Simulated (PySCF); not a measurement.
C3H6BFO2, SMILES [C@@H]1(B(O)O)C[C@@H]1F. Geometry optimised at PBE-D3(BJ)/def2-SVP. The structure was generated by enumeration; whether it is a known compound was not checked. The values are those of a single conformer.

Computed equilibrium geometry at PBE-D3(BJ)/def2-SVP (PySCF confirms it by a frequency run) as a Z-matrix (one conformer of several):
```
C
H 1 1.1048
C 1 1.5150 2 114.36
F 3 1.3739 1 118.36 2 142.43
H 3 1.1047 4 110.95 1 142.63
C 3 1.4863 5 120.00 4 -145.76
H 6 1.1012 3 116.52 5 146.13
H 6 1.1013 7 115.54 3 146.46
B 1 1.5743 2 117.17 3 144.17
O 9 1.3681 1 119.10 2 151.76
H 10 0.9749 9 110.84 1 176.20
O 9 1.3788 10 118.09 11 -3.68
H 12 0.9721 9 112.14 10 177.75
```
